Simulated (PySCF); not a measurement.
**Deuteron quadrupole couplings in `O=CC1=C[SiH2]C1=O`**

C4H4O2Si.
SMILES with atom numbers: `[O:1]=[CH:2][C:3]1=[CH:4][SiH2:5][C:6]1=[O:7]` (hydrogens: H8 on C2; H9 on C4; H10, H11 on Si5)

Structure used (GFN2-xTB), in Å, numbered top down from 1:
```
atom  x, y, z in Å
O1     2.745   -0.020    1.016
C2     2.055    0.048    0.032
C3     0.589    0.012    0.032
C4    -0.281   -0.096    1.066
Si5   -1.875   -0.048    0.018
C6    -0.316    0.088   -1.151
O7    -0.056    0.193   -2.320
H8     2.489    0.147   -0.981
H9     0.000   -0.175    2.104
H10   -2.702    1.140    0.180
H11   -2.642   -1.287   -0.022
```

Level: PBE0/pcSseg-1 (PySCF, non-relativistic); Q(2H) = 0.00286 b; rigid geometry, the same for H and D, with no vibrational averaging.

Question: Rank these positions by the coupling χzz of a deuteron there, largest first.
A. H9 (vinylic hydrogen)
B. H8 (formyl hydrogen)
C. H10 (Si–H hydrogen)

Answer: A (222 kHz), B (179 kHz), C (111 kHz).

Tabulate Vzz, the asymmetry η and χzz = 234.96 MHz × Q × Vzz for every hydrogen position.

| atom | bonded to | bond length (Å) | Vzz (au) | η | χzz (kHz) |
| --- | --- | --- | --- | --- | --- |
| H8 | C2 | 1.107 | 0.2658 | 0.01 | 179 |
| H9 | C4 | 1.078 | 0.3305 | 0.05 | 222 |
| H10 | Si5 | 1.457 | 0.1654 | 0.02 | 111 |
| H11 | Si5 | 1.457 | 0.1654 | 0.02 | 111 |

Average by the element that carries the hydrogen.

on C: 200 kHz over 2 positions, mean bond length 1.092 Å; on Si: 111 kHz over 2 positions, mean bond length 1.457 Å.

Give the 2H NMR doublet splittings at H10 for a magnetic field along the z, y and x axes of the gradient: 3χ/2, 3χ(1 + η)/4, 3χ(1 − η)/4.

With |χ| = 111.2 kHz and η = 0.016: 167, 85 and 82 kHz, to first order and without motion.

One conformer (not necessarily the lowest) at the GFN2-xTB geometry, without solvent, vibrations or thermal averaging. GFN2-xTB bond lengths can be off by several hundredths of an ångström, more for odd bonds, and the gradients follow them. With a basis this small, the couplings can be 20 % off.
